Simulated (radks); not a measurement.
The nuclear charge of neutral sulfur is varied continuously with 16 electrons held in [Ne] 3s2 3p4. Calculated with a radial shooting solver on a logarithmic mesh with Libxc functionals: non-relativistic Kohn-Sham, PBEsol, spin-polarised, spherical densities, point nucleus; open shells are filled with parallel spins first. By the Hellmann-Feynman theorem dE/dZ = E(electron-nucleus)/Z, the electronic potential at the nucleus.

Z     E (hartree)  E(electron-nucleus)/Z (hartree)  HOMO  e(HOMO) (eV)  <r> HOMO (bohr)
15.8   -385.57816                         -58.1831    3p        -4.009            2.229
16     -397.30964                         -59.1313    3p        -5.978            2.116
16.2   -409.23058                         -60.0779    3p        -8.112            2.018
16.4   -421.34072                         -61.0233    3p       -10.403            1.933
16.6   -433.63982                         -61.9675    3p       -12.847            1.857
16.8   -446.12767                         -62.9108    3p       -15.439            1.788
17     -458.80410                         -63.8534    3p       -18.175            1.726

The central difference of E at Z = 16 is -59.131 hartree, to compare with the third column; the second derivative is -4.74 hartree.
